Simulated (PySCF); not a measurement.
Computed shifts of a molecule C4H5NO, PBE/pcSseg-1 run with PySCF, GIAO, gas phase, equivalent atoms averaged, in ppm (number of nuclei): ¹⁵N: 73.3 (1). ¹³C: 159.6 (1), 135.5 (1), 117.5 (1), 87.2 (1). ¹H: 7.01 (1), 6.49 (1), 5.40 (1), 3.51 (1), 3.17 (1). References: ¹⁵N against NH3 (σ = 267.0 ppm); ¹³C against TMS (σ = 182.0 ppm); ¹⁷O against H2O (σ = 334.3 ppm); ¹H against TMS (σ = 31.49 ppm), references at their B3LYP-D3(BJ)/def2-TZVP geometries, non-relativistic. Coordinates come from a B3LYP-D3(BJ)/def2-SVP optimisation. Other conformers were not sampled.

Problem. Which structure fits?
A) Nc1ccco1
B) Cc1cocn1
C) C=C/C=N/C=O
D) N#CC1COC1

Solution. A, Nc1ccco1
